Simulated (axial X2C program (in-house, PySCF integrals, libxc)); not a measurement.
LiMo⁺: cheaper levels and CCSD(T), 2c

Computed with an axial X2C code built on PySCF integrals. Two-component (2c) means X2C with spin–orbit coupling and atomic mean-field two-electron Coulomb and Gaunt terms. Basis: Mo dyall-cv3z [11s12p9d5f3g], Li dyall-cv3z [7s8p2d] (cores contracted in-house); Gaussian nuclei, density fitting, unrestricted open shells. Masses: Mo 97.905 u, Li 7.016 u.

State: Ω = 3 (⟨Sz⟩ = 3.00, ⟨Lz⟩ = 0.00 at HF); fragments Mo + Li+.

```tsv
level	Re (Å)	ωe (cm⁻¹)	De (eV)
PBE0	2.955	220.9	0.839
HF	3.047	219.2	0.961
MP2	2.925	239.0	0.770
CCSD	2.963	230.7	0.827
```

Correlated methods: 14 electrons correlated (number of frozen shells: Mo 3 s, 2 p, 1 d; Li 1 s), 268 virtual spin orbitals or spinors in MP2, 90 natural virtuals in coupled cluster.

CCSD(T), same Hamiltonian and basis:

Re = 2.956 Å, ωe = 232.0 cm⁻¹, De = 0.81 eV; T1 = 0.018 (Lee–Taylor normalisation).

Problem. Give the differences from CCSD(T) in the columns below.

Solution. 

```tsv
level	ΔRe (Å)	Δωe (cm⁻¹)	ΔDe (eV)
PBE0	-0.001	-11.1	0.03
HF	0.091	-12.8	0.15
MP2	-0.031	7.0	-0.04
CCSD	0.007	-1.3	0.02
```

The state is one determinant whose occupation by symmetry is held fixed; it was picked as the lowest of a PBE0 search that is not exhaustive. De is counted from the lowest determinant-based energies of the atoms at the same level, without counterpoise correction. Density functionals use the spin component along the axis (collinear). Coupled cluster ran in a truncated set of natural virtual spinors; the MP2 energy of the rest was added. (T) has no such correction and the atoms are truncated less, which lowers De at CCSD(T) by a hundredth of an eV or more. With several unpaired electrons one determinant need not be a pure state. Open-shell Ω = 0 determinants with evenly filled partner blocks cannot be reached by this program, so the Ω shown need not be the lowest component.
